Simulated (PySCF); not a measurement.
**Electron correlation in Hf(2+) (hafnium, charge +2)**

[Xe] 4f14 5d2, high-spin 3F determinant. Computed with PySCF 2.14 in ANO-RCC-VTZP (8s7p5d3f2g1h, 104 functions), with the spin-free X2C one-electron Hamiltonian (Gaussian nucleus). Frozen: [Kr] 4d10 4f14; 10 electrons correlated.

MP2 pair energies summed by pair of shells (mhartree):

```csv
pair,energy,share (%)
5p-5p,-103.00,51.8
5p-5d,-51.72,26.0
5s-5p,-28.59,14.4
5s-5d,-7.00,3.5
5s-5s,-5.27,2.7
5d-5d,-3.08,1.5
```

Total MP2 correlation energy: -198.66 mhartree.

Same-spin part -53.73 and opposite-spin part -144.92 mhartree; SCS-MP2 scales them by 1/3 and 6/5 to -191.82 mhartree.
